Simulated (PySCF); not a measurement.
TaSe2: fields on a plane

Method: UB3LYP/[Ta def2-SVP with ECP60, Se def2-SVP], scalar-relativistic core potentials, density fitting, no spin–orbit coupling, PySCF.

The doublet minimum has Ta–Se 2.300 Å (×2); Se–Ta–Se 108.4°.

The plane holds Ta1 at (0.00, 0.00), Se2 at (2.30, 0.00), Se3 at (-0.73, 2.18) Å. Columns run from x = -2.85 to 4.65 Å, rows from y = 4.35 (top) to -1.95 Å, in steps of 0.3 Å. Other isomers or separated fragments may lie lower. Core electrons replaced by a potential are absent, the electrostatic potential uses the reduced nuclear charge, and values within about 0.7 Å of such atoms have no physical meaning.

Give the lowest empty orbital (Å^-3/2) at -3.58 eV (cut at ±0.3; overall sign arbitrary). Lower edges of the bins (Å^-3/2): '_' -0.300, '.' -0.240, ':' -0.180, '-' -0.120, '=' -0.060, '+' 0.000, '*' 0.060, '#' 0.120, '%' 0.180, '@' 0.240; top 0.30, each point printed twice.


```
++++++++++++++++++++++==============================
++++++++++++++++++++================================
++++++++++++++++++++================================
++++++++++++++++++==================================
++++++********++++==================================
++++++********++====================================
++++******##++====------============================
++++********--%%**--::--============================
++++++****++==%%++::::--============================
++++++++++++==--::::--==========================++++
++++++++++==--::::--==++++++==================++++++
++++++++++==--::::==**##**++==--------======++++++++
++++++++++==--....--##@@##++==--::::--====++++++++++
++++++++++==::____..%%@@##++--::::======++++++++++++
++++******++--____--++++==--::::++##++++++++++++++++
++**********++--__++--____::::::++==::******++++++++
++******####%%##++::______::::--==++**##****++++++++
++****####%%@@@@%%**::..::----====++********++++++++
++****####%%@@@@@@%%**==========++**********++++++++
++****####%%%%@@@@%%##**++++++++++++****++++++++++++
++******####%%%%%%####****++++++++++++++++++++++++++
++++******############****++++++++++++++++++++++++++
```

Give the electron density (e/Å³) (cut at 5 e/Å³). Lower edges of the bins (e/Å³): '0' 0.000, '1' 0.030, '2' 0.076, '3' 0.151, '4' 0.268, '5' 0.455, '6' 0.750, '7' 1.218, '8' 1.960, '9' 3.136; top 5.00.


```
00000000000000000000000000
00000000000000000000000000
00000111111000000000000000
00011233322100000000000000
00113455543210000000000000
00124567764310000000000000
00135699975321000000000000
01235799986421000000000000
01235799975421100000000000
01235689865422111111100000
00124566665432223332110000
00123455665433344444321000
00012345787654456665431000
00011246999965568997532100
00001248922986679998642100
00001248922986679998642100
00001246999965568997532100
00000124688654456665421000
00000012344433344544311000
00000001122222223332110000
00000000011111111111000000
00000000000000000000000000
```

With open d or f shells other occupations or spin states may lie lower. With an element this heavy the missing spin–orbit coupling can shift these numbers.
